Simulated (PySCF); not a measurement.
# Computed properties of CH4ClNOSi2, SMILES O[Si@@]1([SiH2]C=N1)Cl

CH4ClNOSi2, SMILES O[Si@@]1(Cl)N=C[SiH2]1. Geometry optimised at TPSSh-D3(BJ)/def2-SVP. The structure was generated by enumeration; whether it is a known compound was not checked. Other conformers were not sampled. All values are computed for the isolated molecule unless a solvent is named; none is compared with measurement here.

**Structure.** All 24 harmonic modes at TPSSh-D3(BJ)/def2-SVP (PySCF) are real, so it is a minimum. With heavy atoms numbered as in [OH:1][Si@@:2]1([Cl:3])[N:4]=[CH:5][SiH2:6]1, the shortest bond between them is N4–C5 at 1.296 Å and the longest Si2–Si6 at 2.325 Å.

**Vibrations.** The strongest infrared lines (harmonic, unscaled, degenerate partners summed) lie at 794 cm⁻¹ (229 km/mol, H 61 %, O 16 %, Si 15 %), 931 cm⁻¹ (146 km/mol, H 48 %, Si 26 %, O 24 %), 558 cm⁻¹ (125 km/mol, Si 39 %, H 22 %, Cl 15 %, C 10 %, N 10 %). The softest mode is at 90 cm⁻¹ and the zero-point energy is 33.7 kcal/mol.

**Electronic structure.** HF/def2-TZVP (PySCF) places the frontier levels at -10.38 and 2.58 eV, a gap of 12.96 eV, and gives a dipole moment of 1.69 D and a mean polarisability of 76.0 bohr³. PBE/def2-TZVP (PySCF) at the same geometry gives -5.75 and -2.56 eV, so its gap is 9.77 eV narrower. An orbital gap is neither the optical nor the fundamental gap.

**Excitations.** TDA-B3LYP/def2-SVPD (PySCF) has S1 at 3.69 eV (336 nm, f = 0.000, dark); the most intense of the 10 singlets computed lies at 6.91 eV (f = 0.06). T1 (TDA) is at 2.96 eV, 0.73 eV under S1. TDA-PBE/def2-SVPD (PySCF) puts S1 at 3.51 eV. No vertical singlet excitation falls in the visible range (under 3.1 eV).

**NMR.** GIAO shifts at KT2/pcSseg-1 (PySCF) (non-relativistic, atoms alike by connectivity averaged): ¹³C at 201.1 ppm against TMS; ¹H from 3.2 to 10.4 ppm against TMS; ²⁹Si from 2.6 to 4.0 ppm against TMS. Without spin–orbit terms, shifts of atoms bonded to Cl or Br come out too high.

**Solvation.** SMD-M06-2X/6-31G* (PySCF) gives -5.9 kcal/mol in water, -3.9 kcal/mol in toluene, -8.0 kcal/mol in ethanol (1 M in both phases, gas-phase geometry); of these solvents ethanol holds the molecule best.
